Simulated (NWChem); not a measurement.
# DMAc (C$_{4}$H$_{9}$NO); SMILES CC(=O)N(C)C

```xyz
15

C     -1.1192    -1.5029    -0.1073
N      0.0185    -0.5990    -0.0336
C      1.3217    -1.2370    -0.0175
C     -0.2081     0.7595     0.0138
C      1.0087     1.6767     0.0903
O     -1.3416     1.2287    -0.0040
H     -1.1290    -2.1825     0.7557
H     -2.0300    -0.9058    -0.1123
H     -1.0717    -2.1099    -1.0218
H      2.1226    -0.5013     0.0392
H      1.4712    -1.8374    -0.9264
H      1.4132    -1.9108     0.8464
H      0.6357     2.7009     0.1194
H      1.6075     1.4928     0.9896
H      1.6651     1.5640    -0.7801
```
Atoms are numbered in this order, from 1.

Computed with NWChem. The geometry was optimised at B3LYP/6-31G* (spherical d). Atomic charges in e: unrestrained fits to the electrostatic potential beside Mulliken populations; buried atoms are poorly determined by the fit.

Q: What does the run give for B3LYP/def2-SVP? Quantities: ESP C1; Mulliken C1; ESP N2; Mulliken N2; ESP C3; Mulliken C3; ESP C4; Mulliken C4; ESP C5; Mulliken C5; relative RMS misfit of the potential (%).

A: 
* **ESP C1**: 0.07
* **Mulliken C1**: 0.13
* **ESP N2**: -0.15
* **Mulliken N2**: -0.32
* **ESP C3**: 0.02
* **Mulliken C3**: 0.13
* **ESP C4**: 0.43
* **Mulliken C4**: 0.08
* **ESP C5**: -0.08
* **Mulliken C5**: 0.01
* **relative RMS misfit of the potential (%)**: 22
